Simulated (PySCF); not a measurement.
**Working out the ionisation energy of Cr²⁺**

Cr²⁺ [Ar] 3d4 (5D) → Cr³⁺ [Ar] 3d3 (4F). Computed with PySCF 2.14 in aug-cc-pVDZ-DK (7s6p4d2f, 59 functions), with the spin-free X2C one-electron Hamiltonian (Gaussian nucleus). Frozen: [Ar]. Energies in hartree (1 hartree = 27.21139 eV):

```
            part  Cr²⁺ (lower)  Cr³⁺ (upper)
             UHF  -1048.879166  -1047.779628
CCSD correlation     -0.036794     -0.013165
             (T)     -0.000235     -0.000045
```

What does Hartree-Fock give?

(-1047.779628) − (-1048.879166) = 1.099538 hartree = 29.920 eV.

What do CCSD and CCSD(T) give?

The CCSD correlation energies differ by 0.023629 hartree = 0.643 eV and the triples by 0.000190 hartree = 0.005 eV, so CCSD gives 30.563 eV and CCSD(T) 30.568 eV.

Reference: 30.959 ± 0.025 eV (measured; NIST Atomic Spectra Database, ionization energies), between the lowest levels; spin-orbit coupling is absent from the calculation.

A double-zeta basis recovers only part of the correlation energy.

What remains against the reference includes basis incompleteness, the frozen core and higher excitations.
